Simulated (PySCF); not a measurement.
PySCF input file for trisilylamine (H9NSi3), SMILES [SiH3]N([SiH3])[SiH3], TDDFT-M06-2X/def2-SVPD. Coordinates come from a B3LYP-D3(BJ)/def2-SVP optimisation. A frequency run showed that this geometry is not a minimum.

```python
import numpy as np
from pyscf import gto, scf, dft, tdscf

mol = gto.M(
    atom='''
    Si    0.29295070    1.66453181    0.49159588
    N     0.01319674    0.01802001   -0.07195639
    Si   -1.62666986   -0.51658599   -0.43471984
    Si    1.32986266   -1.15321815   -0.03583090
    H    -0.69010187    2.57244840   -0.16312478
    H     0.13373326    1.79533867    1.97184160
    H     1.68293840    2.06717761    0.13747872
    H    -2.39272613    0.62644644   -1.00575978
    H    -1.56383676   -1.63654475   -1.41505299
    H    -2.35059289   -1.00107738    0.77973124
    H     1.46672764   -1.81642227    1.29647673
    H     1.06627856   -2.20767867   -1.05459629
    H     2.60919355   -0.45201570   -0.33793143
    ''',
    basis='def2-SVPD',
    charge=0,
    spin=0,
    max_memory=1600,
    verbose=4,
)
mf = dft.RKS(mol, xc='m06-2x').density_fit(auxbasis='def2-universal-jkfit')
mf.grids.level = 4
mf.conv_tol = 1e-9
mf.max_cycle = 100
mf.kernel()
mf.grids = dft.Grids(mol).set(level=2).build(with_non0tab=True)  # coarser grid for the response kernel
td = tdscf.TDDFT(mf)
td.singlet = True
td.nstates = 10
td.conv_tol = 1e-4
td.positive_eig_threshold = 1e-6
td.kernel(x0=td.get_init_guess(mf, 15))
td.analyze()
tt = tdscf.TDA(mf)
tt.singlet = False
tt.nstates = 4
tt.conv_tol = 1e-4
tt.positive_eig_threshold = 1e-6
tt.kernel(x0=tt.get_init_guess(mf, 9))
tt.analyze(verbose=3)
```

Output:

```
PySCF version 2.14.0

[INPUT] verbose = 4
[INPUT] num. atoms = 13
[INPUT] num. electrons = 58
[INPUT] charge = 0
[INPUT] spin (= nelec alpha-beta = 2S) = 0
[INPUT] symmetry False subgroup None
[INPUT] Mole.unit = angstrom
[INPUT] Symbol           X                Y                Z      unit          X                Y                Z       unit  Magmom
[INPUT]  1 Si     0.292950700000   1.664531810000   0.491595880000 AA    0.553596591000   3.145509246527   0.928981577165 Bohr   0.0
[INPUT]  2 N      0.013196740000   0.018020010000  -0.071956390000 AA    0.024938224337   0.034052883662  -0.135977870012 Bohr   0.0
[INPUT]  3 Si    -1.626669860000  -0.516585990000  -0.434719840000 AA   -3.073960530485  -0.976206040887  -0.821501438515 Bohr   0.0
[INPUT]  4 Si     1.329862660000  -1.153218150000  -0.035830900000 AA    2.513076210686  -2.179266465378  -0.067710587797 Bohr   0.0
[INPUT]  5 H     -0.690101870000   2.572448400000  -0.163124780000 AA   -1.304103532350   4.861222945576  -0.308261158330 Bohr   0.0
[INPUT]  6 H      0.133733260000   1.795338670000   1.971841600000 AA    0.252719235145   3.392698387141   3.726240585024 Bohr   0.0
[INPUT]  7 H      1.682938400000   2.067177610000   0.137478720000 AA    3.180292660514   3.906399533733   0.259797128756 Bohr   0.0
[INPUT]  8 H     -2.392726130000   0.626446440000  -1.005759780000 AA   -4.521597076790   1.183812203309  -1.900610531303 Bohr   0.0
[INPUT]  9 H     -1.563836760000  -1.636544750000  -1.415052990000 AA   -2.955223179927  -3.092621368095  -2.674062602847 Bohr   0.0
[INPUT] 10 H     -2.350592890000  -1.001077380000   0.779731240000 AA   -4.441976792450  -1.891762077697   1.473478494368 Bohr   0.0
[INPUT] 11 H      1.466727640000  -1.816422270000   1.296476730000 AA    2.771713538930  -3.432540616861   2.449985946572 Bohr   0.0
[INPUT] 12 H      1.066278560000  -2.207678670000  -1.054596290000 AA    2.014974450896  -4.171908057344  -1.992898160082 Bohr   0.0
[INPUT] 13 H      2.609193550000  -0.452015700000  -0.337931430000 AA    4.930661215482  -0.854185877004  -0.638597851583 Bohr   0.0

nuclear repulsion = 288.852397170464
number of shells = 74
number of NR pGTOs = 246
number of NR cGTOs = 164
basis = def2-SVPD
ecp = {}


[settings echo left out]
init E= -928.147100269325
  HOMO = -0.304498736573618  LUMO = -0.0413665485210766  gap/eV = 7.16019
cycle= 1 E= -928.256735561441  delta_E= -0.11  |g|= 0.347  |ddm|= 3.71
  HOMO = -0.289008492213459  LUMO = 0.00941096370894945  gap/eV = 8.12041
cycle= 2 E= -928.257027647075  delta_E= -0.000292  |g|= 0.379  |ddm|= 0.938
  HOMO = -0.335964714487571  LUMO = 0.00662258604528132  gap/eV = 9.32228
cycle= 3 E= -928.287977570227  delta_E= -0.0309  |g|= 0.0615  |ddm|= 0.467
  HOMO = -0.32233900762924  LUMO = 0.0139842651471298  gap/eV = 9.15182
cycle= 4 E= -928.288976732479  delta_E= -0.000999  |g|= 0.0114  |ddm|= 0.139
  HOMO = -0.325063918496642  LUMO = 0.0125774019089189  gap/eV = 9.18769
cycle= 5 E= -928.289026227272  delta_E= -4.95e-05  |g|= 0.00101  |ddm|= 0.0326
  HOMO = -0.324791118550947  LUMO = 0.0126439240428344  gap/eV = 9.18208
cycle= 6 E= -928.289026685088  delta_E= -4.58e-07  |g|= 0.000288  |ddm|= 0.00386
  HOMO = -0.324802250876566  LUMO = 0.0126461019019106  gap/eV = 9.18244
cycle= 7 E= -928.289026720206  delta_E= -3.51e-08  |g|= 5.92e-05  |ddm|= 0.000728
  HOMO = -0.324807452985649  LUMO = 0.0126451290054712  gap/eV = 9.18255
cycle= 8 E= -928.289026721919  delta_E= -1.71e-09  |g|= 1.16e-05  |ddm|= 0.000194
  HOMO = -0.32480560691357  LUMO = 0.012645281290399  gap/eV = 9.18251
cycle= 9 E= -928.289026722003  delta_E= -8.39e-11  |g|= 1.82e-06  |ddm|= 4.39e-05
  HOMO = -0.324805783424308  LUMO = 0.0126451490559707  gap/eV = 9.18251
Extra cycle  E= -928.289026722003  delta_E= 2.27e-13  |g|= 1.34e-06  |ddm|= 7.42e-06
converged SCF energy = -928.289026722003
tot grids = 95120
Overwritten attributes  positive_eig_threshold  of <class 'pyscf.tdscf.rks.TDDFT'>


******** <class 'pyscf.tdscf.rks.TDDFT'> for <class 'pyscf.df.df_jk.DFRKS'> ********
nstates = 10 singlet
deg_eia_thresh = 1.000e-03
wfnsym = None
conv_tol = 0.0001
eigh lindep = 1e-12
eigh level_shift = 0
eigh max_cycle = 100


Excitation energies (eV)
[6.15837508 7.07971705 7.08445091 7.38742849 7.76257674 7.76363071
 7.8177066  8.00333276 8.24501107 8.2454663 ]

** Singlet excitation energies and oscillator strengths **
Excited State   1:      6.15838 eV    201.33 nm  f=0.0008
      29 -> 30        0.68629
Excited State   2:      7.07972 eV    175.13 nm  f=0.0018
      29 -> 32       -0.61794
      29 -> 34        0.30383
Excited State   3:      7.08445 eV    175.01 nm  f=0.0016
      29 -> 33       -0.61441
      29 -> 35        0.31040
Excited State   4:      7.38743 eV    167.83 nm  f=0.0891
      29 -> 31       -0.66848
      29 -> 36        0.17149
Excited State   5:      7.76258 eV    159.72 nm  f=0.0022
      25 -> 30       -0.14298
      27 -> 30       -0.20435
      29 -> 32       -0.22863
      29 -> 34       -0.46175
      29 -> 35        0.16894
      29 -> 37        0.25953
      29 -> 38       -0.10012
      29 -> 50        0.10294
Excited State   6:      7.76363 eV    159.70 nm  f=0.0022
      24 -> 30       -0.14552
      26 -> 30       -0.20152
      29 -> 33       -0.23338
      29 -> 34       -0.17049
      29 -> 35       -0.45985
      29 -> 38        0.26000
      29 -> 51        0.10102
Excited State   7:      7.81771 eV    158.59 nm  f=0.0007
      29 -> 31        0.15805
      29 -> 36        0.67216
Excited State   8:      8.00333 eV    154.92 nm  f=0.0000
      26 -> 37       -0.10301
      27 -> 38        0.10213
      28 -> 30       -0.65817
Excited State   9:      8.24501 eV    150.37 nm  f=0.0000
      27 -> 30        0.56311
      28 -> 38       -0.10821
      29 -> 32       -0.12546
      29 -> 34       -0.26884
      29 -> 37       -0.16733
Excited State  10:      8.24547 eV    150.37 nm  f=0.0000
      26 -> 30       -0.56675
      28 -> 37       -0.11089
      29 -> 33        0.12632
      29 -> 35        0.26136
      29 -> 38        0.16170

** Transition electric dipole moments (AU) **
state          X           Y           Z        Dip. S.      Osc.
  1         0.0128      0.0177     -0.0700      0.0054      0.0008
  2         0.0125     -0.0950     -0.0338      0.0103      0.0018
  3         0.0903      0.0021      0.0341      0.0093      0.0016
  4        -0.1299     -0.1744      0.6670      0.4922      0.0891
  5         0.0211      0.1003      0.0295      0.0114      0.0022
  6        -0.1020      0.0274     -0.0129      0.0113      0.0022
  7         0.0081      0.0125     -0.0594      0.0038      0.0007
  8        -0.0013      0.0007     -0.0019      0.0000      0.0000
  9        -0.0004      0.0050      0.0019      0.0000      0.0000
 10        -0.0027      0.0028     -0.0000      0.0000      0.0000

** Transition velocity dipole moments (imaginary part, AU) **
state          X           Y           Z        Dip. S.      Osc.
  1         0.0019      0.0027     -0.0108      0.0001      0.0004
  2         0.0031     -0.0233     -0.0088      0.0006      0.0016
  3         0.0220      0.0003      0.0090      0.0006      0.0014
  4        -0.0388     -0.0522      0.2000      0.0442      0.1086
  5         0.0063      0.0300      0.0088      0.0010      0.0024
  6        -0.0305      0.0082     -0.0039      0.0010      0.0024
  7         0.0026      0.0039     -0.0181      0.0004      0.0008
  8        -0.0004      0.0002     -0.0006      0.0000      0.0000
  9        -0.0001      0.0003      0.0003      0.0000      0.0000
 10        -0.0022      0.0009     -0.0003      0.0000      0.0000

** Transition magnetic dipole moments (imaginary part, AU) **
state          X           Y           Z
  1         0.0029     -0.0057     -0.0002
  2         0.8525      0.0595      0.1828
  3        -0.1023      0.8548      0.2039
  4         0.0142     -0.0164     -0.0014
  5         0.9402     -0.2390      0.1134
  6         0.1951      0.9122      0.2798
  7         0.0160     -0.0179      0.0004
  8         0.6332      0.8533     -3.3319
  9        -1.7913      0.0223     -0.3507
 10        -0.0681      1.7361      0.4310
Overwritten attributes  positive_eig_threshold  of <class 'pyscf.tdscf.rks.TDA'>


******** <class 'pyscf.tdscf.rks.TDA'> for <class 'pyscf.df.df_jk.DFRKS'> ********
nstates = 4 triplet
deg_eia_thresh = 1.000e-03
wfnsym = None
conv_tol = 0.0001
eigh lindep = 1e-12
eigh level_shift = 0
eigh max_cycle = 100


Excitation energies (eV)
[5.83989049 6.85734742 6.865671   7.1820157 ]

** Triplet excitation energies and oscillator strengths **
Excited State   1:      5.83989 eV    212.31 nm  f=0.0000
Excited State   2:      6.85735 eV    180.80 nm  f=0.0000
Excited State   3:      6.86567 eV    180.59 nm  f=0.0000
Excited State   4:      7.18202 eV    172.63 nm  f=0.0000
```

The calculation finished and met its thresholds.
